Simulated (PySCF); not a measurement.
A GIAO shielding run with PySCF 2.14.0 with density-fitted response routines (density fitting, non-relativistic, gas phase) on SMILES O(C(F)F)[C@@H]1O[Si@@H](F)O[SiH2]1, C2H5F3O3Si2:

```
$ OMP_NUM_THREADS=1 python probes_run.py task.json out

{"job": {"kind": "nmr", "xc": "PBE0", "basis": "pcSseg-1"}, "charge": 0, "multiplicity": 1}
F      3.249760    -1.081684    -0.042038
C      1.998738    -0.918318     0.425612
F      1.465495    -2.164146     0.466500
O      1.311998    -0.115247    -0.414237
C      0.348865     0.731032     0.197751
O     -0.481235    -0.014464     1.040356
Si    -1.863675    -0.575323     0.391732
F     -3.023390    -0.188164     1.410615
O     -1.991198     0.365241    -0.941553
Si    -0.740869     1.353548    -1.282906
H      2.052945    -0.547171     1.464411
H      0.866599     1.462357     0.831041
H     -1.890189    -1.965496     0.041343
H     -0.139800     0.935786    -2.531745
H     -1.168457     2.730039    -1.078793
```

Hardware: 1 thread of an Arm Neoverse N1, shared host. The job also computes population analyses, field gradients, ring-centre shieldings.

Question: How large is the calculation?

Answer: 96 electrons, 209 basis functions and 1136 auxiliary functions.

Question: How long does it take, and how much memory does it need?

Answer: 92 s of wall time, with 14 SCF cycles and 4 response iterations; peak memory 0.93 GiB. Times on a shared host scatter by some tens of per cent.
